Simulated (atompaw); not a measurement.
**Before and after: PAW (atompaw) potential for N**

- Element: N (Z = 7)
- Generator: atompaw 4.2.0.5
- Type: PAW
- Functional: PBE
- Relativity: scalar-relativistic
- Frozen core: [He]
- Valence charge: 5
- Reference configuration: 2s2 2p2.75 (charge +0.25)
- Partial waves: 2s (bound): rc 2.55 bohr; 2s channel at -1.25 Ry: rc 2.55 bohr; 2p (bound): rc 2.55 bohr; 2p channel at -0.05 Ry: rc 2.55 bohr; 3d channel at 0.1 Ry: rc 2.55 bohr
- Local potential: troulliermartins scheme with l = 3 at -0.5 Ry, radius 2.45 bohr
- Core correction: smooth core density matched at 1.50 bohr
- Augmentation charge: sinc compensation charge, radius 2.30 bohr; PAW radius 2.55 bohr; waves and projectors: custom polynom vanderbiltortho

Change: all radii scaled by about 0.86 (s 2.20, p 2.20, d 2.20 bohr); local potential troulliermartins scheme with l = 3 at -0.5 Ry, radius 2.12 bohr; augmentation sinc compensation charge, radius 2.00 bohr; PAW radius 2.20 bohr; waves and projectors: custom polynom vanderbiltortho; core correction smooth core density matched at 1.30 bohr.

Cutoffs: the cutoffs (Ry, on a coarse ladder) from which the occupation-weighted sum of valence levels, in a spherical-Bessel basis at the reference potential, stays within 10 and 1 mRy of its value at 400 Ry; they do not see the model core or the augmentation charge, which bear on the density cutoff.

Problem. What does the change do?

Solution. The potential gets harder (10 Ry and 18 Ry → 15 Ry and 25 Ry); neither file shows a bound ghost. A smaller radius makes the pseudo-wave follow the all-electron one further in, where it bends more sharply, so more plane waves are needed.

| quantity | base | changed |
| --- | --- | --- |
| cutoff, loose | 10 Ry | 15 Ry |
| cutoff, tight | 18 Ry | 25 Ry |
| loose cutoff by channel (10 mRy a level) | s 8 Ry, p 10 Ry | s 8 Ry, p 12 Ry |
| bound ghosts | none | none |
| lowest overlap eigenvalue by channel | s 0.96, p 0.95, d 1.00 | s 0.91, p 0.95, d 1.00 |

 The cutoffs see the waves, projectors and local potential, not the compensation charge or the core.
